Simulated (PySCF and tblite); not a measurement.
The numbers below are computed, except where a source is named.
# C6H5BrO3, numbered as in [CH3:1][O:2][c:3]1[cH:4][c:5](=[O:6])[c:7]([Br:8])[cH:9][o:10]1: conformational analysis

Geometries GFN2-xTB; weights from B3LYP-D3(BJ)/def2-SVP energies and GFN2-xTB thermal corrections, with symmetry numbers and mirror pairs. Conformers within 2.5 kcal/mol (GFN2-xTB free energy) were kept, 6 at most. GIAO shieldings: B97-2/6-31G*. Programs: PySCF with density fitting and tblite.

Torsions listed: C1–O2–C3–O10.

```
conformer  shape  symmetry  E(GFN2) kcal/mol  E(DFT) kcal/mol  G(298.15 K) kcal/mol  weight %  dipole D
        1   180°        Cs              1.22             0.00                  0.00      89.8      4.61
        2     0°        Cs              0.00             1.53                  1.29      10.2      6.21
```

Weights (%) against temperature:

```json
{"T (K)": "250", "1": "93.2", "2": "6.8", "S(mix) cal/mol/K": "0.49"}
{"T (K)": "298.15", "1": "89.8", "2": "10.2", "S(mix) cal/mol/K": "0.66"}
{"T (K)": "350", "1": "86.1", "2": "13.9", "S(mix) cal/mol/K": "0.80"}
```

Coordinates of conformer 1 (Å):

```xyz
15

C    -2.701    0.060    0.199
O    -1.679   -0.897   -0.004
C    -0.407   -0.486    0.033
C     0.052    0.769    0.245
C     1.470    1.078    0.261
O     1.939    2.181    0.445
C     2.288   -0.125    0.022
Br    4.158    0.083    0.007
C     1.732   -1.329   -0.179
O     0.404   -1.540   -0.179
H    -2.621    0.519    1.187
H    -2.675    0.835   -0.571
H    -3.634   -0.496    0.128
H    -0.621    1.593    0.411
H     2.291   -2.237   -0.357
```

Coordinates of conformer 2 (Å):

```xyz
15

C     2.675   -0.314    0.260
O     1.762    0.654   -0.236
C     0.461    0.384   -0.164
C    -0.466    1.262   -0.617
C    -1.885    0.986   -0.546
O    -2.768    1.723   -0.931
C    -2.146   -0.333    0.066
Br   -3.942   -0.866    0.242
C    -1.157   -1.134    0.485
O     0.149   -0.807    0.386
H     3.662    0.112    0.100
H     2.514   -0.494    1.325
H     2.582   -1.256   -0.284
H    -0.143    2.196   -1.044
H    -1.303   -2.104    0.936
```

Spin–orbit effects of the heavy atoms on shieldings are missing.

Search and properties took 3 min on 1 thread of AMD EPYC, on a host shared with other jobs (rough), launched as `OMP_NUM_THREADS=1 python ens_run.py task.json out`.


Conformer gaps in def2-SVP on xTB geometries can be 2 kcal/mol too large for S=O, P=O and other polar bonds.